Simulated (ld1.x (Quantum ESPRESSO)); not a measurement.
Se: variants of one TM potential

Base potential:

- Element: Se
- Generator: ld1.x (Quantum ESPRESSO) 7.5
- Type: norm-conserving Troullier–Martins (Kleinman–Bylander form)
- Functional: PBE
- Relativity: fully relativistic
- Frozen core: [Ar] 3d10
- Valence charge: 6
- Reference configuration: 4s2 4p3.5 (charge +0.5)
- Partial waves: 4p (bound): rc 1.20 bohr; 4s (bound): rc 1.40 bohr
- Local potential: the s channel
- Core correction: none

Open shells are filled in proportion to 2j + 1 (rel_dist='average').

All-electron outer shells of the reference configuration (PBE, scalar-relativistic, ld1.x):

```tsv
shell	level (eV)	outermost node (bohr)	outermost maximum (bohr)
4s	-21.90	0.70	1.51
4p	-10.79	0.74	1.77
```

Cutoffs, loose and tight: the cutoffs (Ry, on a coarse ladder) from which the occupation-weighted sum of valence levels, in a spherical-Bessel basis at the reference potential, stays within 10 and 1 mRy of its value at 400 Ry. They do not see the model core or the augmentation charge, which bear on the density cutoff. Test errors are all-electron minus pseudo excitation energies from the reference, over the configurations 4s2 4p4; 4s2 4p3; 4s2 4p2; 4s1 4p5; 4s2 4p1; 4s2 4p0; 4s2 4p4.3. A dash means not determined; rows that change the core or the reference have their own tests. The largest error is taken over the tests solved by every variant that gives reliable tests at all: 4s1 4p5; 4s2 4p0; 4s2 4p2; 4s2 4p3.

A true bound ghost makes a file unfit for plane-wave use even where its test errors are small: the radial tests pick states by their node count and pass the ghost by. Where a test does run into it, the solver fails or the error is huge.

Cutoffs are not given where the Bessel-basis levels miss the radial ones by over 6 mRy, ghosts where they miss by over 20 mRy; a channel whose overlap is not positive is not tested.

```csv
change,outcome,"cutoff, loose","cutoff, tight",bound ghosts,largest test error (meV)
base,generated,100 Ry,230 Ry,"p3/2, p1/2",+25
"all radii scaled by about 0.75 (s 1.04, p 0.90 bohr)",generated,–,–,not determined,-63
"all radii scaled by about 0.86 (s 1.20, p 1.04 bohr)",generated,260 Ry,300 Ry,"p3/2, p1/2",+110
"all radii scaled by about 0.93 (s 1.30, p 1.12 bohr)",generated,200 Ry,300 Ry,"p3/2, p1/2",+62
"all radii scaled by about 1.12 (s 1.56, p 1.34 bohr)",generated,55 Ry,100 Ry,"p3/2, p1/2",-39
"all radii scaled by about 1.22 (s 1.70, p 1.46 bohr)",generated,45 Ry,80 Ry,p1/2,-45
"all radii scaled by about 1.27 (s 1.78, p 1.52 bohr)",generated,35 Ry,55 Ry,none,+13
"all radii scaled by about 1.35 (s 1.90, p 1.62 bohr)",generated,30 Ry,50 Ry,none,+45
```

Reading the sweep of the scale of all radii (base = 1) (base included, trends over the rows without a ghost): Bound ghosts are found at 0.86, 0.93, 1, 1.12, 1.22.
